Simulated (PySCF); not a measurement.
PySCF input (CCSD(T)/cc-pVDZ):

```python
from pyscf import gto, scf, mp, cc as ccmod

mol = gto.M(
    atom='''
    Si   -0.26309224   -0.33452647    0.36030131
    H    -1.07592726   -1.32984891   -0.45101478
    F     0.52880206    0.66813551   -0.51035595
    ''',
    basis='cc-pvdz',
    charge=1,
    spin=1,
    verbose=4,
)

mf = scf.UHF(mol)
mf.conv_tol = 1e-10
mf.max_cycle = 100
mf.kernel()
mo, _, stable, _ = mf.stability(return_status=True)
if not stable:
    mf.kernel(mf.make_rdm1(mo, mf.mo_occ))
mp2 = mp.MP2(mf, frozen=6).run()
cc = ccmod.CCSD(mf, frozen=6)
cc.max_cycle = 100
cc.kernel()
et = cc.ccsd_t()
print(f'E(CCSD(T)) = {cc.e_tot + et:.9f}')
```

Output:

```
PySCF version 2.14.0

[INPUT] verbose = 4
[INPUT] num. atoms = 3
[INPUT] num. electrons = 23
[INPUT] charge = 1
[INPUT] spin (= nelec alpha-beta = 2S) = 1
[INPUT] symmetry False subgroup None
[INPUT] Mole.unit = angstrom
[INPUT] Symbol           X                Y                Z      unit          X                Y                Z       unit  Magmom
[INPUT]  1 Si    -0.263092240000  -0.334526470000   0.360301310000 AA   -0.497172279098  -0.632163409718   0.680870798222 Bohr   0.0
[INPUT]  2 H     -1.075927260000  -1.329848910000  -0.451014780000 AA   -2.033207851354  -2.513050226951  -0.852294412331 Bohr   0.0
[INPUT]  3 F      0.528802060000   0.668135510000  -0.510355950000 AA    0.999291067506   1.262593127997  -0.964432971542 Bohr   0.0

nuclear repulsion = 49.8578971480182
number of shells = 13
number of NR pGTOs = 74
number of NR cGTOs = 37
basis = cc-pvdz
ecp = {}

******** <class 'pyscf.scf.uhf.UHF'> ********
method = UHF
initial guess = minao
damping factor = 0
level_shift factor = 0
DIIS = <class 'pyscf.scf.diis.CDIIS'>
diis_start_cycle = 1
diis_space = 8
diis_damp = 0
SCF conv_tol = 1e-10
SCF conv_tol_grad = None
SCF max_cycles = 100
direct_scf = True
direct_scf_tol = 1e-13
number electrons alpha = 12  beta = 11
Set gradient conv threshold to 1e-05
init E= -388.839191279169
  alpha nocc = 12  HOMO = -0.190478896943421  LUMO = -0.0379050841421353
  beta  nocc = 11  HOMO = -0.548756726324366  LUMO = -0.190478896943421

WARN: HOMO -0.190478896943421 >= LUMO -0.190478896943421

cycle= 1 E= -388.549266767703  delta_E= 0.29  |g|= 0.358  |ddm|= 1.04
  alpha nocc = 12  HOMO = -0.710352925970372  LUMO = -0.265831718775731
  beta  nocc = 11  HOMO = -0.842907782407429  LUMO = -0.345833503892047
  HOMO = -0.71035292597  LUMO = -0.345833503892  gap/eV = 9.91908
cycle= 2 E= -388.613537057379  delta_E= -0.0643  |g|= 0.217  |ddm|= 0.555
  alpha nocc = 12  HOMO = -0.701473268033966  LUMO = -0.236959496289003
  beta  nocc = 11  HOMO = -0.852535257098636  LUMO = -0.306565800600074
  HOMO = -0.701473268034  LUMO = -0.3065658006  gap/eV = 10.74598
cycle= 3 E= -388.63004410449  delta_E= -0.0165  |g|= 0.0425  |ddm|= 0.133
  alpha nocc = 12  HOMO = -0.698090351752901  LUMO = -0.220175526679033
  beta  nocc = 11  HOMO = -0.835901797568487  LUMO = -0.280333754949378
  HOMO = -0.698090351753  LUMO = -0.280333754949  gap/eV = 11.36774
cycle= 4 E= -388.631799065139  delta_E= -0.00175  |g|= 0.0127  |ddm|= 0.0666
  alpha nocc = 12  HOMO = -0.702694994784999  LUMO = -0.220023601890796
  beta  nocc = 11  HOMO = -0.835947976285709  LUMO = -0.275327153745954
  HOMO = -0.702694994785  LUMO = -0.275327153746  gap/eV = 11.62927
cycle= 5 E= -388.632126723537  delta_E= -0.000328  |g|= 0.0039  |ddm|= 0.0346
  alpha nocc = 12  HOMO = -0.704041801935703  LUMO = -0.220805184630086
  beta  nocc = 11  HOMO = -0.837038727943235  LUMO = -0.275210032122732
  HOMO = -0.704041801936  LUMO = -0.275210032123  gap/eV = 11.66911
cycle= 6 E= -388.632167318221  delta_E= -4.06e-05  |g|= 0.00177  |ddm|= 0.0101
  alpha nocc = 12  HOMO = -0.704067188967226  LUMO = -0.220618439645849
  beta  nocc = 11  HOMO = -0.837349677511084  LUMO = -0.274995136043683
  HOMO = -0.704067188967  LUMO = -0.274995136044  gap/eV = 11.67565
cycle= 7 E= -388.632177781895  delta_E= -1.05e-05  |g|= 0.000786  |ddm|= 0.00527
  alpha nocc = 12  HOMO = -0.703916179602041  LUMO = -0.220517504212401
  beta  nocc = 11  HOMO = -0.837509168513947  LUMO = -0.275067620730893
  HOMO = -0.703916179602  LUMO = -0.275067620731  gap/eV = 11.66956
cycle= 8 E= -388.632180041876  delta_E= -2.26e-06  |g|= 0.000244  |ddm|= 0.00308
  alpha nocc = 12  HOMO = -0.70391283437109  LUMO = -0.220476777254148
  beta  nocc = 11  HOMO = -0.837533515550342  LUMO = -0.275090547742057
  HOMO = -0.703912834371  LUMO = -0.275090547742  gap/eV = 11.66885
cycle= 9 E= -388.632180228018  delta_E= -1.86e-07  |g|= 7.5e-05  |ddm|= 0.000949
  alpha nocc = 12  HOMO = -0.703910803940535  LUMO = -0.220467257417905
  beta  nocc = 11  HOMO = -0.837533945982195  LUMO = -0.275090858844675
  HOMO = -0.703910803941  LUMO = -0.275090858845  gap/eV = 11.66879
cycle= 10 E= -388.632180242976  delta_E= -1.5e-08  |g|= 1.97e-05  |ddm|= 0.000284
  alpha nocc = 12  HOMO = -0.703910643289525  LUMO = -0.220467223527598
  beta  nocc = 11  HOMO = -0.837536902655446  LUMO = -0.275090969457033
  HOMO = -0.70391064329  LUMO = -0.275090969457  gap/eV = 11.66878
cycle= 11 E= -388.632180243775  delta_E= -7.98e-10  |g|= 6.62e-06  |ddm|= 5.5e-05
  alpha nocc = 12  HOMO = -0.703909813211401  LUMO = -0.22046704713636
  beta  nocc = 11  HOMO = -0.837538494888855  LUMO = -0.275090794131168
  HOMO = -0.703909813211  LUMO = -0.275090794131  gap/eV = 11.66876
cycle= 12 E= -388.632180243848  delta_E= -7.32e-11  |g|= 2.36e-06  |ddm|= 1.44e-05
  alpha nocc = 12  HOMO = -0.703909960486252  LUMO = -0.220467117934582
  beta  nocc = 11  HOMO = -0.837538712065522  LUMO = -0.275090937296894
  HOMO = -0.703909960486  LUMO = -0.275090937297  gap/eV = 11.66876
Extra cycle  E= -388.632180243854  delta_E= -6.31e-12  |g|= 1.47e-06  |ddm|= 2.5e-06
converged SCF energy = -388.632180243854  <S^2> = 0.76552254  2S+1 = 2.0154628
uhf_internal: lowest eigs of H = [0.23748631 0.37154753 0.46428678]
<class 'pyscf.scf.uhf.UHF'> wavefunction is stable in the internal stability analysis

******** <class 'pyscf.mp.ump2.UMP2'> ********
nocc = (np.int64(6), np.int64(5)), nmo = (31, 31)
frozen orbitals 6
E(UMP2) = -388.88064062216  E_corr = -0.248460378305666
E(SCS-UMP2) = -388.875713356195  E_corr = -0.243533112340835
E_corr(same-spin) = -0.0630223172607273
E_corr(oppo-spin) = -0.185438061044939

******** <class 'pyscf.cc.uccsd.UCCSD'> ********
CC2 = 0
CCSD nocc = (np.int64(6), np.int64(5)), nmo = (31, 31)
frozen orbitals 6
max_cycle = 100
direct = 0
conv_tol = 1e-07
conv_tol_normt = 1e-06
diis_space = 6
diis_start_cycle = 0
diis_start_energy_diff = 1e+09
Init t2, MP2 energy = -0.248460356885533
Init E_corr(UCCSD) = -0.248460356887092
cycle = 1  E_corr(UCCSD) = -0.250375712639696  dE = -0.00191535575  norm(t1,t2) = 0.083996
cycle = 2  E_corr(UCCSD) = -0.259250997028685  dE = -0.00887528439  norm(t1,t2) = 0.0295771
cycle = 3  E_corr(UCCSD) = -0.259494127283414  dE = -0.000243130255  norm(t1,t2) = 0.0208057
cycle = 4  E_corr(UCCSD) = -0.261922355345217  dE = -0.00242822806  norm(t1,t2) = 0.0104093
cycle = 5  E_corr(UCCSD) = -0.261868657551193  dE = 5.3697794e-05  norm(t1,t2) = 0.0029092
cycle = 6  E_corr(UCCSD) = -0.261776877225811  dE = 9.17803254e-05  norm(t1,t2) = 0.0013692
cycle = 7  E_corr(UCCSD) = -0.261817624041776  dE = -4.0746816e-05  norm(t1,t2) = 0.000595237
cycle = 8  E_corr(UCCSD) = -0.26182377855841  dE = -6.15451663e-06  norm(t1,t2) = 0.000178337
cycle = 9  E_corr(UCCSD) = -0.261823323182562  dE = 4.55375848e-07  norm(t1,t2) = 7.47567e-05
cycle = 10  E_corr(UCCSD) = -0.261821805804871  dE = 1.51737769e-06  norm(t1,t2) = 3.0544e-05
cycle = 11  E_corr(UCCSD) = -0.261822033957674  dE = -2.28152803e-07  norm(t1,t2) = 8.47755e-06
cycle = 12  E_corr(UCCSD) = -0.261821887122309  dE = 1.46835365e-07  norm(t1,t2) = 3.47035e-06
cycle = 13  E_corr(UCCSD) = -0.26182188448076  dE = 2.64154926e-09  norm(t1,t2) = 1.57317e-06
cycle = 14  E_corr(UCCSD) = -0.261821847626871  dE = 3.68538888e-08  norm(t1,t2) = 7.77962e-07
UCCSD converged
E(UCCSD) = -388.894002091481  E_corr = -0.2618218476268713
UCCSD(T) correction = -0.00550459992035334
E(CCSD(T)) = -388.899506691
```
